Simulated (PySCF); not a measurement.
Constitutional and geometric isomers with formula H5NSi2. Isolated molecules, 0 K electronic values unless said otherwise. Strings in code marks are SMILES.

The numbers are results of PySCF with PBE-D3(BJ)/def2-TZVP // PBE0-D3(BJ)/def2-TZVP, not measurements. 

```tsv
species	HOMO (eV)	HOMO–LUMO gap (eV)
`N[SiH]=[SiH2]`	-4.90	[?]
`[SiH3]/[SiH]=N/[H]`	-6.10	3.38
`N([SiH3])=[SiH2]`	-6.08	3.15
```

Question: Fill in the missing entries.

Answer: 
- `N[SiH]=[SiH2]`, HOMO–LUMO gap (eV): 2.50
